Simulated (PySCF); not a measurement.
**Atomic charges by several schemes**

Compound: ClFH7PSi3.
Numbering: `[F:1][SiH2:2][P:3]([SiH3:4])[SiH2:5][Cl:6]` (hydrogens: H7, H8 on Si2; H9, H10, H11 on Si4; H12, H13 on Si5)

Structure used (GFN2-xTB), in Å, numbered top down from 1:
```xyz
13
ClFH7PSi3 angstrom
F      0.1924    2.8915   -1.1075
Si    -0.6867    1.7943   -0.3299
P      0.0174   -0.1860   -1.0473
Si     1.9976   -0.3765   -0.0225
Si    -1.3335   -1.5323    0.0986
Cl    -1.3126   -1.2264    2.0911
H     -0.4474    2.1011    1.0737
H     -2.0593    2.0118   -0.7587
H      1.8896   -0.2475    1.4341
H      2.4954   -1.7069   -0.3714
H      2.8471    0.6803   -0.5636
H     -2.6974   -1.2980   -0.3649
H     -0.9070   -2.9051   -0.1494
```

Density: PBE0/pcSseg-1 (PySCF); schemes: Mulliken, IAO, Hirshfeld and ESP-fitted. One conformer (not necessarily the lowest) at the GFN2-xTB geometry, without solvent, vibrations or thermal averaging.

Question: Do the Mulliken, IAO, Hirshfeld and ESP-fitted schemes agree on where the charge is highest?

Answer: All schemes agree: Mulliken Si2 (+0.808); IAO Si2 (+0.924); Hirshfeld Si2 (+0.361); ESP-fitted Si2 (+0.611).

Question: Do the Mulliken, IAO, Hirshfeld and ESP-fitted schemes agree on where the charge is lowest?

Answer: The schemes don't all agree: Mulliken P3 (-0.595); IAO F1 (-0.538); Hirshfeld F1 (-0.207); ESP-fitted P3 (-0.396).

Question: For which atoms does the sign change between the 4 schemes (beyond +0.03 e in one, beyond −0.03 e in another)?

Answer: For none.

Question: What partial charge does each atom carry?

Answer: In e:

```
atom                  environment  Mulliken     IAO  Hirshfeld  ESP-fitted
  F1       silicon-bound fluorine    -0.425  -0.538     -0.207      -0.288
 Si2       fluorine-bound silicon    +0.808  +0.924     +0.361      +0.611
  P3  three-coordinate phosphorus    -0.595  -0.364     -0.117      -0.396
 Si4                 SiH3 silicon    +0.343  +0.428     +0.264      +0.359
 Si5       chlorine-bound silicon    +0.486  +0.610     +0.285      +0.258
 Cl6       silicon-bound chlorine    -0.300  -0.311     -0.109      -0.170
  H7                Si–H hydrogen    -0.081  -0.137     -0.074      -0.098
  H8                Si–H hydrogen    -0.084  -0.127     -0.070      -0.084
  H9                Si–H hydrogen    -0.036  -0.104     -0.073      -0.079
 H10                Si–H hydrogen    -0.042  -0.093     -0.067      -0.057
 H11                Si–H hydrogen    -0.030  -0.085     -0.061      -0.044
 H12                Si–H hydrogen    -0.021  -0.102     -0.067      -0.015
 H13                Si–H hydrogen    -0.023  -0.101     -0.066      +0.003
```

Mean size of the charges over all atoms: IAO 0.302 e, Mulliken 0.252 e, ESP-fitted 0.189 e, Hirshfeld 0.140 e. Each set sums to the total charge, 0, to within 0.001 e. The Hirshfeld scheme weights the molecular density at each point by an atom's share of the summed free-atom densities.

Question: How closely do the schemes follow one another over all atoms?

Answer: Correlation coefficient and root-mean-square difference: Mulliken with ESP-fitted 0.98, 0.114 e; IAO with Hirshfeld 0.98, 0.227 e; Mulliken with IAO 0.97, 0.100 e; IAO with ESP-fitted 0.96, 0.161 e; Hirshfeld with ESP-fitted 0.94, 0.114 e; Mulliken with Hirshfeld 0.92, 0.209 e.

Question: How many electrons does the IAO scheme count on F1?

Answer: Z − q = 9 − (-0.538) = 9.538.

Question: Sum the charges by element, for elements with more than one atom.

Answer: 
```tsv
element	atoms	Mulliken	IAO	Hirshfeld	ESP-fitted
Si	3	+1.637	+1.962	+0.911	+1.227
H	7	-0.317	-0.749	-0.478	-0.373
```
